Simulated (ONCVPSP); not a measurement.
Varying the ONCV potential for silicon

Base potential:

| Item | Value |
| --- | --- |
| Element | Si (Z = 14) |
| Generator | ONCVPSP 4.0.1 |
| Type | optimised norm-conserving Vanderbilt (ONCV) |
| Functional | LDA (Perdew-Zunger) |
| Relativity | scalar-relativistic |
| Frozen core | [Ne] |
| Valence charge | 4 |
| Reference configuration | 3s2 (charge +2) |
| Partial waves | 3s: rc 1.45 bohr, ncon 4, nbas 8, qcut 3.9 1/bohr, 1 projector; p scattering state at 0.42 Ha: rc 1.40 bohr, ncon 4, nbas 9, qcut 6.6 1/bohr, 1 projector; d scattering state at 0.03 Ha: rc 1.30 bohr, ncon 4, nbas 8, qcut 6.5 1/bohr, 2 projectors, debl 3.1 Ha |
| Local potential | polynomial inside 1.10 bohr (lpopt 5, dvloc0 3 Ha) |
| Core correction | Teter function, fcfact 2.25, rcfact 1.5 |

In the p channel the program set the typed energies aside and used 0.050 Ha.

Cutoffs, loose and tight: the cutoffs (Ha) at which the residual kinetic energy of the hardest occupied pseudo-wave falls to 1 and 0.1 mHa per electron. They do not see the model core or the augmentation charge, which bear on the density cutoff. Test errors are all-electron minus pseudo excitation energies from the reference, over the configurations 3s2 3p2; 3s2 3p1; 3s1; 3s2 3p1.5. A dash means not determined; rows that change the core or the reference have their own tests.

```csv
change,outcome,"cutoff, loose","cutoff, tight",bound ghosts,GHOST(+) flags above zero,largest test error (meV)
base,"generated, projector energies reset by the program",8.4 Ha,30 Ha,none,s,+275
p: qcut 7.3,"generated, projector energies reset by the program",8.4 Ha,30 Ha,none,s,+280
"core correction Teter function, fcfact 5.5, rcfact 1.55","generated, projector energies reset by the program",8.4 Ha,30 Ha,none,s,+239
"core [He], valence charge 12; reference 2s2 2p6 3s2 3p2; waves now 2s+3s: rc 0.95 bohr, ncon 3, nbas 6, qcut 11.4 1/bohr, 2 projectors; 2p+3p: rc 0.85 bohr, ncon 4, nbas 9, qcut 14.7 1/bohr, 2 projectors; d scattering state at 0.27 Ha: rc 0.85 bohr, ncon 3, nbas 7, qcut 10.9 1/bohr, local; local potential the d channel",generated,94 Ha,108 Ha,none,none,+2.6
s: qcut 3.3; p: qcut 5.5; d: qcut 5.4,"generated, projector energies reset by the program",16 Ha,49 Ha,none,s,+275
"d: rc 0.98; local potential polynomial inside 0.98 bohr (lpopt 5, dvloc0 3 Ha)","generated, projector energies reset by the program",8.4 Ha,30 Ha,none,none,+299
```

Question: What comes out with this change to the base: p: rc 1.26?

Answer: outcome: generated; cutoff, loose: 8.4 Ha; cutoff, tight: 30 Ha; bound ghosts: none; GHOST(+) flags above zero: s; largest test error (meV): +471.

Question: What comes out with this change to the base: s: nbas 9?

Answer: outcome: generated, projector energies reset by the program; cutoff, loose: 8.4 Ha; cutoff, tight: 28 Ha; bound ghosts: none; GHOST(+) flags above zero: s; largest test error (meV): +275.
